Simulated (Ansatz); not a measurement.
```yaml
crystal:
  periodic: [false, false, false]
  atoms:
    - {symbol: Cl, position_ang: [-0.167233, -2.680102, 0.669741]}
    - {symbol: B, position_ang: [-0.268028, -1.043812, 0.142332]}
    - {symbol: Si, position_ang: [0.398216, 0.758577, -0.018798]}
    - {symbol: S, position_ang: [-1.457604, -0.105637, -0.771271]}
    - {symbol: H, position_ang: [1.332973, 1.201457, -1.079529]}
    - {symbol: H, position_ang: [0.203776, 1.805618, 1.011223]}
basis:
  gaussian: {orbitals: "6-31G*", final_grid: {core_spheres: 8, valence_spheres: 7, degree: 23}}
total_charge: 1
magnetization: {spin_polarized: false, initial_magnetization: 1}
hamiltonian: {xc: {name: HF}}
correlation: {method: bccd_t}
```

```sh
$ ansatz run in.yaml --threads 2 --pin off --events-out ev --progress --plain --max-ram 4352MiB
```

Shortened log:

```
Functional definition: HF
703 factors; integrals over basis functions are off by at most 7.2e-4 eV
mean field evaluation 1: about -31875.7383 eV, gradient 2.0e1 eV
mean field evaluation 2: about -31875.8235 eV, gradient 2.0e1 eV
mean field evaluation 4: about -31877.4331 eV, gradient 3.4e0 eV
mean field evaluation 8: about -31877.4935 eV, gradient 3.2e-1 eV
mean field evaluation 32: about -31877.0371 eV, gradient 5.3e-2 eV
mean field evaluation 64: about -31877.0371 eV, gradient 1.8e-2 eV
mean field evaluation 96: about -31874.0446 eV, gradient 2.3e-4 eV
mean field -31877.49553301 eV, -1171.4763534956 hartree, gradient 6.5e-6 eV, S^2 0.750000; 6 other end points of the search recorded, 0 dependent functions left out
determinant -31877.49553301 eV, -1171.4763534956 hartree, with singles and doubles -31889.62449315 eV, -1171.9220845596 hartree
determinant -31877.03712023 eV, -1171.4595071368 hartree, with singles and doubles -31888.85843358 eV, -1171.8939323895 hartree
determinant -31874.04461793 eV, -1171.3495347056 hartree, with singles and doubles -31886.55196336 eV, -1171.8091711723 hartree
16 core orbitals not correlated: weight in the atoms' cores, before any rotation towards them, 1.000 or more for the frozen orbitals, at most 0.000 for the correlated occupied ones
reference -31877.49553301 eV, -1171.4763534956 hartree; 11, 10 occupied and 49, 50 virtual orbitals, 703 factors
second order -11.01722799 eV of doubles, -0.06904846 eV of singles
cycle   1  -12.09631120 eV  change    3.3e-2 eV  update   2.2e-2
cycle   2  -12.09471822 eV  change    1.6e-3 eV  update   7.6e-3
cycle   3  -12.09756121 eV  change   -2.8e-3 eV  update   4.0e-3
cycle   4  -12.09372074 eV  change    3.8e-3 eV  update   2.9e-3
cycle   5  -12.09471146 eV  change   -9.9e-4 eV  update   1.9e-3
cycle   6  -12.09527482 eV  change   -5.6e-4 eV  update   7.5e-4
cycle   7  -12.09478456 eV  change    4.9e-4 eV  update   3.8e-4
cycle   8  -12.09483798 eV  change   -5.3e-5 eV  update   1.9e-4
cycle   9  -12.09481984 eV  change    1.8e-5 eV  update   1.1e-4
cycle  10  -12.09481570 eV  change    4.1e-6 eV  update   5.9e-5
cycle  11  -12.09485223 eV  change   -3.7e-5 eV  update   2.6e-5
cycle  12  -12.09485817 eV  change   -5.9e-6 eV  update   9.7e-6
perturbative correction -0.58315873 eV, -0.0214306880 hartree
Total energy: -31890.17354991 eV, -1171.9422620231 hartree
```

It took 13 s on 2 threads of an Arm Neoverse V1 on a shared host, with 0.39 GiB of host memory at the peak.
